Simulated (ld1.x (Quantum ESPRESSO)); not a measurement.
## Which change was made? (Co, TM)

Co (Z = 27), norm-conserving Troullier–Martins (Kleinman–Bylander form), made with ld1.x (Quantum ESPRESSO) 7.5 (PBE, scalar-relativistic). Core [Ar], reference 3d7 4s2 4p0. Waves: 4p (bound, empty): rc 2.40 bohr; 3d (bound): rc 1.15 bohr; 4s (bound): rc 2.20 bohr. Local part: the s channel. Core correction: none.

Cutoffs, loose and tight: the cutoffs (Ry, on a coarse ladder) from which the occupation-weighted sum of valence levels, in a spherical-Bessel basis at the reference potential, stays within 10 and 1 mRy of its value at 400 Ry. They do not see the model core or the augmentation charge, which bear on the density cutoff. Test errors are all-electron minus pseudo excitation energies from the reference, over the configurations 3d7 4s1 4p0; 3d7 4s0 4p0; 3d6 4s0 4p0; 3d7 4s0 4p1; 3d7 4s1.5 4p0; 3d5 4s0 4p0; 3d6 4s2 4p0; variants that change the core or the reference have their own tests. The largest error is taken over the tests solved by every variant that gives reliable tests at all, those not shown here included: 3d5 4s0 4p0; 3d6 4s2 4p0; 3d7 4s0 4p0; 3d7 4s0 4p1.

The base gives: outcome: generated; cutoff, loose: 180 Ry; cutoff, tight: 260 Ry; bound ghosts: none; largest test error (meV): -1539.

Task: After one change the result is: outcome: failed: run_pseudo: Errors in PS-KS equation. Which change was it?
A. local potential the p channel
B. all radii scaled by about 0.78 (s 1.70, p 1.86, d 0.90 bohr)
C. wave 4s (bound): rc 2.20 bohr becomes 4s (bound): rc 2.58 bohr

Result: C. The others give: local potential the p channel → outcome: generated; cutoff, loose: 180 Ry; cutoff, tight: 260 Ry; bound ghosts: s; largest test error (meV): -1774 | all radii scaled by about 0.78 (s 1.70, p 1.86, d 0.90 bohr) → outcome: generated; cutoff, loose: 230 Ry; cutoff, tight: over 300 Ry; bound ghosts: p; largest test error (meV): -1749.
